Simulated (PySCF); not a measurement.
# Effect of structural changes

Method: TDA B3LYP/def2-SVP excited states, vertical, gas phase in PySCF. Geometry: GFN2-xTB.

Each molecule in one low-energy conformer.

Problem. How does the vertical S1–T1 gap change along this series?
- N#CC(C#N)=C(C#N)C1=CC=C(N)B1 (H replaced by NH2)
- CSC1=CC=C(C(C#N)=C(C#N)C#N)B1 (H replaced by SCH3)
- N#CC(C#N)=C(C#N)C1=CC=C([SiH3])B1 (H replaced by SiH3)

Solution. 
| molecule | S1 (eV) | S1 from | f(S1) | T1 (eV) | T1 from | S1 − T1 (eV) | S0–T1 spin-orbit coupling (cm⁻¹) | S1–T1 spin-orbit coupling (cm⁻¹) |
| --- | --- | --- | --- | --- | --- | --- | --- | --- |
| N#CC(C#N)=C(C#N)C1=CC=C(N)B1 | 1.45 | HOMO→LUMO | 0.025 | 0.75 | HOMO→LUMO | 0.69 | 0.53 | 0.02 |
| CSC1=CC=C(C(C#N)=C(C#N)C#N)B1 | 1.77 | HOMO→LUMO | 0.093 | 0.81 | HOMO→LUMO | 0.96 | 1.27 | 2.19 |
| N#CC(C#N)=C(C#N)C1=CC=C([SiH3])B1 | 2.40 | HOMO→LUMO | 0.112 | 1.19 | HOMO→LUMO | 1.21 | 1.45 | 0.08 |

The vertical S1–T1 gap is lowest for N#CC(C#N)=C(C#N)C1=CC=C(N)B1 and highest for N#CC(C#N)=C(C#N)C1=CC=C([SiH3])B1.
